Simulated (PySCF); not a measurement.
**Computed properties of Sn(Cl)(NH2) (ClH2NSn), SMILES [NH2][Sn][Cl]**

Sn(Cl)(NH2) (ClH2NSn), SMILES [Cl][Sn][NH2] (connectivity only; charge and spin as stated), neutral, multiplicity 1. Geometry optimised at B3LYP-D3(BJ)/def2-TZVP. The def2 effective core potentials stand for the cores of Sn; spin–orbit coupling is left out. The values are those of a single conformer. All values are computed for the isolated molecule unless a solvent is named; none is compared with measurement here.

**Structure.** The optimised structure has Cs symmetry. All 9 harmonic modes at B3LYP-D3(BJ)/def2-TZVP (PySCF) are real, so it is a minimum. With heavy atoms numbered as in [Sn:1]([Cl:2])[NH2:3], the shortest bond between them is Sn1–N3 at 2.021 Å and the longest Sn1–Cl2 at 2.413 Å.

**Vibrations.** The strongest infrared lines (harmonic, unscaled, degenerate partners summed) lie at 367 cm⁻¹ (186 km/mol, H 83 %, N 17 %), 599 cm⁻¹ (70 km/mol, N 73 %, H 16 %, Sn 11 %), 321 cm⁻¹ (62 km/mol, Cl 77 %, Sn 22 %). The softest mode is at 159 cm⁻¹ and the zero-point energy is 16.1 kcal/mol.

**Electronic structure.** M06-2X/def2-TZVPD (PySCF) places the frontier levels at -8.64 and -1.44 eV, a gap of 7.20 eV, and gives a dipole moment of 3.33 D and a mean polarisability of 67.1 bohr³.

**Excitations.** TDA-B3LYP/def2-SVPD (PySCF) has S1 at 4.38 eV (283 nm, f = 0.043, weak); the most intense of the 10 singlets computed lies at 6.61 eV (f = 0.32). T1 (TDA) is at 3.32 eV, 1.06 eV under S1. No vertical singlet excitation falls in the visible range (under 3.1 eV).
